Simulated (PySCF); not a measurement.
# Cobalt: a sound run and one with changed settings

Sound run: Co⁺ [Ar] 3d8, Co²⁺ [Ar] 3d7. Computed with PySCF 2.14 in aug-cc-pVDZ-DK, with scalar relativity by spin-free X2C-1e. In the sound run the correlated levels freeze [Ar]. The sound run starts from symmetry-adapted Hartree-Fock orbitals and uses a fine grid where one is needed.

Changed run: all electrons correlated in a basis built for the valence shell.

```json
{"species": "Co⁺", "method": "MP2", "sound run (hartree)": "-1391.82053", "changed run (hartree)": "-1392.05298", "converged": "yes"}
{"species": "Co²⁺", "method": "MP2", "sound run (hartree)": "-1391.20376", "changed run (hartree)": "-1391.41711", "converged": "yes"}
```

Ionisation energy of Co⁺:

```tsv
method	sound run (eV)	changed run (eV)
UHF	14.248	14.248
MP2	16.783	17.303
SCS-MP2	16.645	17.004
```

A valence basis has no tight correlating functions, so it recovers only part of the core correlation, and not evenly between atom and ion.

For comparison, NIST gives 17.084 eV between the lowest levels.
